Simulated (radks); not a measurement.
B2+, configuration [He] 2s1.

All-electron calculation, scalar-relativistic Kohn-Sham, exchange-only LDA, spin-polarised, spherical densities, finite nucleus; open shells are filled with parallel spins first; Fermi nuclear charge, rms radius 2.406 fm. Program: a radial shooting solver on a logarithmic mesh with Libxc functionals.

Energy parts (eV):
part                 energy
total              -624.589
kinetic             624.958
electron-nucleus  -1378.997
Hartree             204.738
exchange            -75.288

Orbitals (lengths in bohr, moments of r in powers of bohr):
\begin{tabular}{lrrrr}
orbital & occ. & eigenvalue (eV) & <1/r> & <r^2> \\ \hline
1s up & 1 & -207.1139 & 4.625 & 0.1492 \\
1s down & 1 & -206.2111 & 4.629 & 0.1479 \\
2s up & 1 & -31.6223 & 0.8813 & 3.150 \\
2s down & 0 & -25.2737 & 0.8600 & 3.447 \\
\end{tabular}

The highest occupied level is 2s up at -31.622 eV. The spin density at the nucleus is 2.428 e/bohr^3 (1s -0.006, 2s 2.434).
